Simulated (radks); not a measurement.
The mean radii <r> (bohr) of the occupied orbitals of an atom or ion are listed with their occupations. Method: Dirac Kohn-Sham, PBE, spin-unpolarised, spherical densities, finite nucleus; Fermi nuclear charge, rms radius of each element as measured or else 0.836 A^(1/3) + 0.57 fm; computed with a radial shooting solver on a logarithmic mesh with Libxc functionals.

| orbital | occ. | <r> |
|---|---|---|
| 1s1/2 | 2 | 0.02232 |
| 2s1/2 | 2 | 0.09460 |
| 2p1/2 | 2 | 0.07907 |
| 2p3/2 | 4 | 0.08580 |
| 3s1/2 | 2 | 0.2492 |
| 3p1/2 | 2 | 0.2388 |
| 3p3/2 | 4 | 0.2517 |
| 3d3/2 | 4 | 0.2236 |
| 3d5/2 | 6 | 0.2276 |
| 4s1/2 | 2 | 0.5654 |
| 4p1/2 | 2 | 0.5783 |
| 4p3/2 | 4 | 0.6074 |
| 4d3/2 | 4 | 0.6458 |
| 4d5/2 | 6 | 0.6561 |
| 5s1/2 | 2 | 1.351 |
| 5p1/2 | 2 | 1.500 |
| 5p3/2 | 4 | 1.582 |
| 4f5/2 | 6 | 0.8742 |

Name the element and its charge. Open shells, if any, fill j = l - 1/2 first.

Answer. Z = 63, europium, charge +3: Eu3+ in [Xe] 4f6. The 1s radius gives Z: for a bare nucleus <r> = (2 gamma + 1)/(2Z) with gamma = sqrt(1 - (Z/c)^2), 0.02203 bohr for Z = 63, and screening makes it slightly larger (0.02232 here). The occupations add up to 60, and the charge is Z minus that.
